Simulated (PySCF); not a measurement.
C$_{6}$H$_{14}$N, doublet, geometry from GFN2-xTB; PBE/STO-3G run with PySCF.

Here is a job for PySCF.
```python
from pyscf import gto, scf, dft

mol = gto.Mole()
mol.atom = '''
    C    -0.78444055    2.31390624   -0.21213019
    C    -0.92158376    0.94288145   -0.72618139
    N    -0.04394399    0.01269195   -0.03996213
    C    -0.37217413   -1.37418904   -0.32035186
    C    -1.54199866   -1.85935503    0.53025707
    C     1.36117018    0.32312723   -0.25379544
    C     2.21178958   -0.09019059    0.94202307
    H    -1.05819233    3.15268870   -0.82042225
    H    -0.49978019    2.47238166    0.80799615
    H    -0.76276961    0.92885085   -1.82472144
    H    -1.95320338    0.58673815   -0.56728675
    H    -0.59962097   -1.52657484   -1.39133346
    H     0.50113629   -1.98333989   -0.08050316
    H    -2.46403595   -1.34597804    0.26894386
    H    -1.69149959   -2.92621058    0.38228199
    H    -1.33130743   -1.67312532    1.57960319
    H     1.74752037   -0.15271108   -1.17231933
    H     1.43569776    1.40702297   -0.38063349
    H     3.24141303    0.22568209    0.79252063
    H     1.82551531    0.37660703    1.84369834
    H     2.20015840   -1.16795700    1.08298302
'''
mol.basis = 'sto-3g'
mol.spin = 1
mol.verbose = 4
mol.build()

mf = dft.UKS(mol)
mf.xc = 'pbe'
mf.kernel()
mf.analyze()
```

Output, abridged:

```
PySCF version 2.14.0

[INPUT] verbose = 4
[INPUT] num. atoms = 21
[INPUT] num. electrons = 57
[INPUT] charge = 0
[INPUT] spin (= nelec alpha-beta = 2S) = 1
[INPUT] symmetry False subgroup None
[INPUT] Mole.unit = angstrom
[INPUT] Symbol           X                Y                Z      unit          X                Y                Z       unit  Magmom
[...]
nuclear repulsion = 328.516754060458
number of shells = 35
number of NR pGTOs = 147
number of NR cGTOs = 49
basis = sto-3g
ecp = {}

******** <class 'pyscf.dft.uks.UKS'> ********
method = UKS
initial guess = minao
damping factor = 0
level_shift factor = 0
DIIS = <class 'pyscf.scf.diis.CDIIS'>
diis_start_cycle = 1
diis_space = 8
diis_damp = 0
SCF conv_tol = 1e-09
SCF conv_tol_grad = None
SCF max_cycles = 50
direct_scf = True
direct_scf_tol = 1e-13
number electrons alpha = 29  beta = 28
XC library pyscf.dft.libxc version 7.1.2
    S. Lehtola, C. Steigemann, M. J. T. Oliveira, and M. A. L. Marques,  SoftwareX 7, 1–5 (2018)
XC functionals = pbe
    J. P. Perdew, K. Burke, and M. Ernzerhof,  Phys. Rev. Lett. 77, 3865 (1996)
    J. P. Perdew, K. Burke, and M. Ernzerhof,  Phys. Rev. Lett. 78, 1396 (1997)
    J. P. Perdew, K. Burke, and M. Ernzerhof,  Phys. Rev. Lett. 77, 3865 (1996)
    J. P. Perdew, K. Burke, and M. Ernzerhof,  Phys. Rev. Lett. 78, 1396 (1997)
radial grids:
    Treutler-Ahlrichs [JCP 102, 346 (1995); DOI:10.1063/1.469408] (M4) radial grids

becke partition: Becke, JCP 88, 2547 (1988); DOI:10.1063/1.454033
pruning grids: <function nwchem_prune>
grids dens level: 3
symmetrized grids: False
atomic radii adjust function: <function treutler_atomic_radii_adjust>
small_rho_cutoff = 0
Set gradient conv threshold to 3.16228e-05
tot grids = 235928
init E= -288.163904134842

cycle= 1 E= -287.731568860919  delta_E= 0.432  |g|= 0.24  |ddm|= 3.93
cycle= 2 E= -287.723563062941  delta_E= 0.00801  |g|= 0.278  |ddm|= 0.754
cycle= 3 E= -287.770695162884  delta_E= -0.0471  |g|= 0.0267  |ddm|= 0.403
cycle= 4 E= -287.771091407116  delta_E= -0.000396  |g|= 0.00927  |ddm|= 0.0475
cycle= 5 E= -287.771146897247  delta_E= -5.55e-05  |g|= 0.0017  |ddm|= 0.0146
cycle= 6 E= -287.771148965168  delta_E= -2.07e-06  |g|= 0.000857  |ddm|= 0.00401
cycle= 7 E= -287.771149471626  delta_E= -5.06e-07  |g|= 0.000145  |ddm|= 0.0015
cycle= 8 E= -287.77114948779  delta_E= -1.62e-08  |g|= 4.54e-05  |ddm|= 0.000318
cycle= 9 E= -287.771149489087  delta_E= -1.3e-09  |g|= 8.81e-06  |ddm|= 7.5e-05
[...]
converged SCF energy = -287.771149489159  <S^2> = 0.7534399  2S+1 = 2.0034369
Total Energy =                        -287.771149489158802
[...]
spin_pop of  16 H 1s       -0.00027
spin_pop of  17 H 1s       -0.00140
spin_pop of  18 H 1s        0.00030
spin_pop of  19 H 1s        0.00006
spin_pop of  20 H 1s        0.00058
 ** Mulliken Spin Density (per atom)  **
spin density of  0 C =      1.01707
spin density of  1 C =     -0.04739
spin density of  2 N =      0.01047
spin density of  3 C =     -0.00061
spin density of  4 C =      0.00078
spin density of  5 C =      0.01096
spin density of  6 C =     -0.00066
spin density of  7 H =     -0.03112
spin density of  8 H =     -0.03071
spin density of  9 H =      0.01850
spin density of  10 H =      0.05325
spin density of  11 H =     -0.00004
spin density of  12 H =      0.00021
spin density of  13 H =     -0.00011
spin density of  14 H =      0.00016
spin density of  15 H =     -0.00002
spin density of  16 H =     -0.00027
spin density of  17 H =     -0.00140
spin density of  18 H =      0.00030
spin density of  19 H =      0.00006
spin density of  20 H =      0.00058
 ** Mulliken pop alpha/beta on meta-lowdin orthogonal AOs **
 ** Mulliken pop       alpha | beta **
In total            29.00000 | 28.00000
 ** Mulliken atomic charges   ( Nelec_alpha | Nelec_beta ) **
charge of  0C =     -0.10586  (     3.56147      2.54439 )
charge of  1C =     -0.02927  (     2.99094      3.03833 )
charge of  2N =     -0.15579  (     3.58313      3.57266 )
charge of  3C =     -0.02412  (     3.01176      3.01237 )
charge of  4C =     -0.15599  (     3.07839      3.07761 )
charge of  5C =     -0.02381  (     3.01739      3.00643 )
charge of  6C =     -0.15623  (     3.07779      3.07844 )
charge of  7H =      0.04462  (     0.46213      0.49325 )
charge of  8H =      0.05041  (     0.45944      0.49015 )
charge of  9H =      0.03127  (     0.49361      0.47512 )
charge of  10H =      0.05494  (     0.49915      0.44591 )
charge of  11H =      0.02927  (     0.48534      0.48539 )
charge of  12H =      0.05029  (     0.47496      0.47475 )
charge of  13H =      0.04860  (     0.47564      0.47575 )
charge of  14H =      0.05060  (     0.47478      0.47462 )
charge of  15H =      0.05582  (     0.47208      0.47210 )
charge of  16H =      0.02926  (     0.48523      0.48550 )
charge of  17H =      0.05213  (     0.47323      0.47464 )
charge of  18H =      0.05039  (     0.47495      0.47465 )
charge of  19H =      0.05483  (     0.47261      0.47256 )
charge of  20H =      0.04864  (     0.47597      0.47539 )
Dipole moment(X, Y, Z, Debye):  0.09934, -0.19811, -0.73395
```
